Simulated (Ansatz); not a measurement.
Cost and result for the atomization energy of `F[Si@H]1N[C@@H]1[SiH3]` (11 atoms, 11 bonds).

```xyz
11

F     0.475    3.037    0.251
Si    0.428    1.552   -0.303
N     1.399    0.405    0.467
C    -0.090    0.125    0.695
Si   -0.862   -1.364   -0.114
H     0.257    1.625   -1.762
H     1.960   -0.336    0.075
H    -0.375    0.282    1.736
H    -2.326   -1.390    0.141
H    -0.610   -1.309   -1.582
H    -0.257   -2.626    0.397
```

Charge 0, multiplicity 1. The geometry is a stationary point of PBE0-D4/def2-TZVP. Program: Ansatz. All runs use 4 threads of an Arm Neoverse V2 on a shared host. Times are those of one run each, without the atoms' runs, and a repeat can differ threefold. Electronic energies, without spin–orbit coupling; frozen cores. CCSD(T)/CBS adds CCSD(T) − MP2 in def2-TZVPP to the MP2 limit, and its time is that of the two runs behind it. T1 = 0.013. B3LYP takes the VWN-RPA correlation (the form of Gaussian; ORCA's B3LYP/G).

CCSD(T)/CBS is a level of theory with its own doubt, some kJ/mol a heavy atom from the limit and from the frozen cores, so smaller differences don't rank the functionals.

```json
{"level": "PBE-D4/def2-TZVPP (with forces)", "functions": "261", "wall time": "2.8 s"}
{"level": "PBE0-D4/def2-TZVPP", "functions": "261", "wall time": "3.3 s"}
{"level": "r2SCAN-D4/def2-TZVPP (with forces)", "functions": "261", "wall time": "5.5 s"}
{"level": "B3LYP-D4/def2-TZVPP (with forces)", "functions": "261", "wall time": "5.5 s"}
{"level": "B2PLYP/def2-TZVPP", "functions": "261", "wall time": "6 s"}
{"level": "ωB97X-V/def2-TZVPP", "functions": "261", "wall time": "8.5 s"}
{"level": "ωB97M-V/def2-TZVPP (with forces)", "functions": "261", "wall time": "13 s"}
{"level": "MP2/def2-QZVPP", "functions": "491", "wall time": "22 s"}
{"level": "CCSD(T)/def2-TZVPP", "functions": "261", "wall time": "2.7 min"}
{"level": "CCSD(T)/CBS(def2)", "functions": "–", "wall time": "3.1 min"}
```

What atomization energy does each give, and how far from CCSD(T)/CBS? (An estimate is asked.)

The calculation gave: 
```
                             level  atomization (kJ/mol)  difference from CCSD(T)/CBS  per bond
   PBE-D4/def2-TZVPP (with forces)                3876.9                         39.2       3.6
                PBE0-D4/def2-TZVPP                3811.4                        -26.3      -2.4
r2SCAN-D4/def2-TZVPP (with forces)                3831.1                         -6.6      -0.6
 B3LYP-D4/def2-TZVPP (with forces)                3826.8                        -10.9      -1.0
                 B2PLYP/def2-TZVPP                3783.5                        -54.2      -4.9
                ωB97X-V/def2-TZVPP                3861.2                         23.5       2.1
  ωB97M-V/def2-TZVPP (with forces)                3848.1                         10.4       0.9
                    MP2/def2-QZVPP                3849.7                         12.0       1.1
                CCSD(T)/def2-TZVPP                3717.6                       -120.1     -10.9
                 CCSD(T)/CBS(def2)                3837.7                          0.0       0.0
```

From PBE to PBE0 (25 % exact exchange), in def2-TZVPP and without D4, the atomization energy moves by −61.7 kJ/mol: exact exchange takes away binding that semilocal exchange gives to molecules. The D4 term adds +40.4 kJ/mol with B3LYP and +21.1 kJ/mol with PBE0; it sums over pairs of atoms, weighted by their polarisabilities, and B3LYP, whose exchange is more repulsive, gets the larger term. In def2-TZVPP, CCSD(T) changes the Hartree–Fock value by +983.8 kJ/mol (the triples alone add +57.8 kJ/mol) and MP2 by +1043.2 kJ/mol; breaking electron pairs costs correlation energy, which Hartree–Fock lacks.
